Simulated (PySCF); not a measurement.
Threshold energies of GaF in a plasma

PBE0 in PySCF with def2-TZVPPD on every atom, for the lowest determinant that a PBE0 search found; no spin–orbit coupling.

| species | state (unpaired electrons) | Re (Å) | ωe (cm⁻¹) | energy of the minimum from the neutral (eV) | De (eV) | dissociates to |
| --- | --- | --- | --- | --- | --- | --- |
| GaF | singlet (closed shell) | 1.788 | 613 | 0.00 | 5.97 | Ga + F |
| GaF⁺ | doublet (σ ↑) | 1.706 | 717 | 10.35 | 1.62 | Ga⁺ + F |

Task: Work out the lowest energy to break GaF into atoms, from its vibrational ground state.

Result: D0 = De − ωe/2 = 5.97 − 0.04 = 5.93 eV (PBE0/def2-TZVPPD).

Task: Work out the ionisation energy of the Ga atom at this level and the threshold of dissociative ionisation.

Result: IE(Ga) = 10.35 + 1.62 − 5.97 = 6.00 eV, so Ga⁺ + F + e⁻ appears at D0 + IE(Ga) = 11.93 eV (PBE0/def2-TZVPPD). The measured IE(Ga) is 5.999 eV (NIST ASD).

These are thermodynamic thresholds; the onsets seen under electron impact lie higher where the geometry changes, and cross-sections peak well above them.

For an ion De counts to the pair picked by the measured ionisation energies or electron affinities, which need not be the lowest pair at this level. States were picked by a PBE0 search and need not be the measured ground states.
